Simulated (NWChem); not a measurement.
# GeN2H4, singlet; SMILES [Ge]([NH2])[NH2]

```xyz
7

Ge     0.0000     0.0000    -0.4680
N      1.3844     0.0000     0.7541
H      2.3478     0.0000     0.4449
H      1.3024     0.0000     1.7648
N     -1.3844     0.0000     0.7541
H     -1.3024     0.0000     1.7648
H     -2.3478     0.0000     0.4449
```
Atoms are numbered in this order, from 1.

Low-valent species are run as closed-shell singlets; no triplet was tried in these runs. The geometry was optimised at B3LYP/6-31G* (spherical d).

Symmetry labels are those of C2v in the frame above (b1 and b2, or b-type labels, depend on it).

Task: List the 4 lowest vertical singlet excitations and the 4 lowest triplet ones from B3LYP/def2-SVP, TDA (NWChem).

Result: 
| state | energy (eV) | oscillator strength | symmetry | leading excitation (squared amplitude) |
|---|---|---|---|---|
| S1 | 5.54 | 0.126 | b2 | HOMO−1 → LUMO (0.96) |
| S2 | 5.58 | 0.061 | b1 | HOMO → LUMO (0.88) |
| S3 | 6.27 | 0.023 | b2 | HOMO → LUMO+1 (0.98) |
| S4 | 6.59 | 0.000 | a2 | HOMO → LUMO+2 (0.98) |
| T1 | 3.85 | spin-forbidden | b2 | HOMO−1 → LUMO (0.99) |
| T2 | 3.95 | spin-forbidden | b1 | HOMO → LUMO (1.00) |
| T3 | 5.04 | spin-forbidden | a1 | HOMO−2 → LUMO (0.99) |
| T4 | 5.70 | spin-forbidden | b1 | HOMO−1 → LUMO+1 (0.96) |
